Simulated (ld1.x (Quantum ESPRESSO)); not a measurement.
Before and after: ultrasoft potential for Au

ld1.x (Quantum ESPRESSO) 7.5 input, shortened:

```
&input
   title='Au', zed=79., rel=1, dft='REVPBE', iswitch=3,
   config='[Xe] 4f14 5d10 6s0 6p0'
 /
 &inputp
   pseudotype=3, tm=.true., lloc=-1, rcloc=1.30,
   nlcc=.true., new_core_ps=.true., rcore=1.55
 /
6
6S  1  0   0.00   0.00  1.65  2.20  0.0
6S  1  0   0.00   0.10  1.65  2.20  0.0
6P  2  1   0.00   0.00  2.50  3.15  0.0
6P  2  1   0.00   2.30  2.50  3.15  0.0
5D  3  2  10.00   0.00  1.30  1.55  0.0
5D  3  2   0.00  -0.45  1.30  1.55  0.0
 &test
   configts(1)='5d10 6s0 6p0'
 /
```

Change: local potential all-electron potential smoothed inside 2.00 bohr (lloc = -1).

Cutoffs: the cutoffs (Ry, on a coarse ladder) from which the occupation-weighted sum of valence levels, in a spherical-Bessel basis at the reference potential, stays within 10 and 1 mRy of its value at 400 Ry; they do not see the model core or the augmentation charge, which bear on the density cutoff. Errors are all-electron minus pseudo energies relative to the spin-unpolarised reference configuration.

Task: Predict the effect on cutoff, ghosts and configuration errors.

Result: The potential gets neither clearly harder nor softer (45 Ry and 80 Ry → 45 Ry and 80 Ry); the bound ghosts move from p, s to p; the errors of the 7 common tests hardly move; the range in which the s phases agree widens (upper end 1.6 → at the end of the scan). A state that the projectors do not describe sees the local part alone, so a deeper or shallower local part can create or remove a ghost.

```csv
quantity,base,changed
"cutoff, loose",45 Ry,45 Ry
"cutoff, tight",80 Ry,80 Ry
bound ghosts,"s, p",p
"error for 5d10 6s1 6p0, meV [ΔE -9.28 eV]",-2.5,-2.5
"error for 5d9 6s0 6p0, meV [ΔE 21.12 eV]",-38,-38
"error for 5d8 6s0 6p0, meV [ΔE 54.92 eV]",-213,-214
"error for 5d9 6s1 6p1, meV [ΔE -1.76 eV]",-64,-63
"error for 5d9 6s2 6p0, meV [ΔE -7.55 eV]",-51,-51
"error for 5d10 6s0.5 6p0, meV [ΔE -5.57 eV]",+0.4,+0.4
"error for 5d7 6s0 6p0, meV [ΔE 102.55 eV]",-634,-636
s: phases at 3.40 bohr within 0.05 rad from the reference energy up to (Ry; the scan ends near 5),1.6,to the end of the scan
p: phases at 3.40 bohr within 0.05 rad from the reference energy up to (Ry; the scan ends near 5),1.1,n/a
d: phases at 3.40 bohr within 0.05 rad from the reference energy up to (Ry; the scan ends near 5),4.8,to the end of the scan
lowest overlap eigenvalue by channel,"s 0.37, p 0.15, d 0.93","s 0.52, p 0.54, d 0.92"
```

 A true bound ghost makes a file unfit for plane-wave use even where its test errors are small: the radial tests pick states by their node count and pass the ghost by.
